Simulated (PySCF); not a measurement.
CAgO, SMILES [C+]([Ag])=O, charge +1, multiplicity 1. Geometry optimised at PBE-D3(BJ)/def2-TZVP. The multiplicity is an assumed one; other spin states were not compared. The def2 effective core potentials stand for the cores of Ag; spin–orbit coupling is left out.

Give the equilibrium geometry at PBE-D3(BJ)/def2-TZVP (PySCF confirms it by a frequency run) as bond lengths and angles, and its point group. (An estimate is asked for; the answer gives what the named calculation found.)

point group C∞v.
Atoms: Ag1 C2 O3. Bonds (Å): Ag1–C2 2.073, C2–O3 1.126. Angles (°): Ag1–C2–O3 180.0.
Charge +1, spin multiplicity 1.
